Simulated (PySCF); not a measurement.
F₂H₅NSi₂, SMILES F[SiH2]N[SiH2]F.

Geometry: PBE-D3(BJ)/def2-SVP. The structure was generated by enumeration, and PubChem lists no compound with its InChIKey, so it may never have been made. One conformer was computed; it need not be the lowest.

Method: TDA-PBE/def2-SVPD run with PySCF.

Vertical excitations. Isolated molecule, no solvent. State labels are in the subgroup C2.

Computed UV-visible absorptions:
```json
[
 {"state": "S1", "symmetry": "B", "energy (eV)": "6.62", "λ (nm)": "187", "f": "0.024", "main pairs": "HOMO→LUMO 98 %"},
 {"state": "S2", "symmetry": "B", "energy (eV)": "7.14", "λ (nm)": "174", "f": "0.144", "main pairs": "HOMO→LUMO+1 95 %"},
 {"state": "S3", "symmetry": "B", "energy (eV)": "7.41", "λ (nm)": "167", "f": "0.017", "main pairs": "HOMO−1→LUMO 97 %"},
 {"state": "S4", "symmetry": "A", "energy (eV)": "7.50", "λ (nm)": "165", "f": "0.006", "main pairs": "HOMO→LUMO+2 90 %"},
 {"state": "S5", "symmetry": "A", "energy (eV)": "7.63", "λ (nm)": "163", "f": "0.004", "main pairs": "HOMO−2→LUMO 98 %"},
 {"state": "S6", "symmetry": "B", "energy (eV)": "7.71", "λ (nm)": "161", "f": "0.035", "main pairs": "HOMO→LUMO+3 95 %"},
 {"state": "S7", "symmetry": "B", "energy (eV)": "7.88", "λ (nm)": "157", "f": "0.006", "main pairs": "HOMO−1→LUMO+1 92 %"},
 {"state": "S8", "symmetry": "A", "energy (eV)": "7.89", "λ (nm)": "157", "f": "0.002", "main pairs": "HOMO→LUMO+4 88 %"},
 {"state": "S9", "symmetry": "A", "energy (eV)": "7.97", "λ (nm)": "156", "f": "0.003", "main pairs": "HOMO−1→LUMO+2 64 %, HOMO−2→LUMO+1 20 %, HOMO→LUMO+4 11 %"},
 {"state": "S10", "symmetry": "A", "energy (eV)": "8.11", "λ (nm)": "153", "f": "0.005", "main pairs": "HOMO−2→LUMO+1 78 %, HOMO−1→LUMO+2 20 %"},
 {"state": "T1", "symmetry": "B", "energy (eV)": "6.28", "λ (nm)": "197", "f": "0", "main pairs": "HOMO→LUMO 99 %"},
 {"state": "T2", "symmetry": "A", "energy (eV)": "6.71", "λ (nm)": "185", "f": "0", "main pairs": "HOMO→LUMO+2 99 %"},
 {"state": "T3", "symmetry": "B", "energy (eV)": "6.74", "λ (nm)": "184", "f": "0", "main pairs": "HOMO→LUMO+1 99 %"},
 {"state": "T4", "symmetry": "B", "energy (eV)": "7.16", "λ (nm)": "173", "f": "0", "main pairs": "HOMO−1→LUMO 98 %"}
]
```
Triplets are in the Tamm–Dancoff approximation.
